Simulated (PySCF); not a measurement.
# Nuclear quadrupole coupling in `CC(=O)[SiH]([SiH3])[SiH3]`

C2H10OSi3.
Numbering: `[CH3:1][C:2](=[O:3])[SiH:4]([SiH3:5])[SiH3:6]` (hydrogens: H7, H8, H9 on C1; H10 on Si4; H11, H12, H13 on Si5; H14, H15, H16 on Si6)

Geometry (PBE0-D3(BJ)/def2-SVP, Å), atoms numbered from 1 in this order:
```
atom  x, y, z in Å
C1    -1.6497   -1.9224   -0.8270
C2    -0.5912   -1.2608    0.0107
O3    -0.0675   -1.8086    0.9536
Si4    0.0005    0.5538   -0.3945
Si5    2.3052    0.4016   -0.7825
Si6   -0.4225    1.8087    1.5364
H7    -1.3196   -1.9665   -1.8779
H8    -1.8543   -2.9348   -0.4507
H9    -2.5706   -1.3168   -0.8119
H10   -0.7116    1.1309   -1.5819
H11    2.8741    1.7523   -1.0796
H12    2.9620   -0.1533    0.4382
H13    2.5773   -0.5020   -1.9431
H14    0.3254    1.2009    2.6768
H15   -1.8855    1.8039    1.8481
H16    0.0252    3.2231    1.3485
```

Field gradients from the PBE0/pcSseg-1 density (PySCF, non-relativistic), principal values in atomic units, ordered |Vxx| ≤ |Vyy| ≤ |Vzz|:

```json
{"atom": "O3", "Vxx": "0.4490", "Vyy": "1.5416", "Vzz": "-1.9905"}
```

Task: Find the asymmetry η = (Vxx − Vyy)/Vzz and the couplings χ = eQV/h (234.96 MHz × Q in barn × V in au), with Q(17O) = −0.0256 b.

Result: 
```csv
atom,environment,nucleus,η,χzz (MHz),χxx (MHz),χyy (MHz)
O3,carbonyl oxygen,17O,0.55,11.97,-2.70,-9.27
```

Task: What is Vzz at O3 in SI units (1 au = 9.71736 × 10²¹ V/m²)?

Result: -1.9905 au = -19.343 × 10²¹ V/m².

Task: And the gradient at the other heavy atoms, for which no coupling is worked out here?

Result: 
```csv
atom,environment,Vzz (au),η
C1,methyl carbon next to a carbonyl,-0.059,0.48
C2,carbonyl carbon,0.570,0.04
Si4,SiH silicon,0.102,0.32
Si5,SiH3 silicon,0.096,0.56
Si6,SiH3 silicon,0.095,0.56
```

Task: What couplings would deuterons (Q(2H) = 0.00286 b) have in place of the hydrogens, at this geometry?

Result: 
```csv
atom,bonded to,bond length (Å),Vzz (au),η,χzz (kHz)
H7,C1,1.102,0.2878,0.04,193
H8,C1,1.099,0.2907,0.01,195
H9,C1,1.102,0.2878,0.04,193
H10,Si4,1.500,0.1398,0.03,94
H11,Si5,1.495,0.1410,0.01,95
H12,Si5,1.493,0.1419,0.02,95
H13,Si5,1.496,0.1411,0.01,95
H14,Si6,1.493,0.1419,0.02,95
H15,Si6,1.496,0.1411,0.01,95
H16,Si6,1.495,0.1410,0.01,95
```

Isolated species at its PBE0-D3(BJ)/def2-SVP geometry (one conformer only). The small basis limits the accuracy of the gradients.
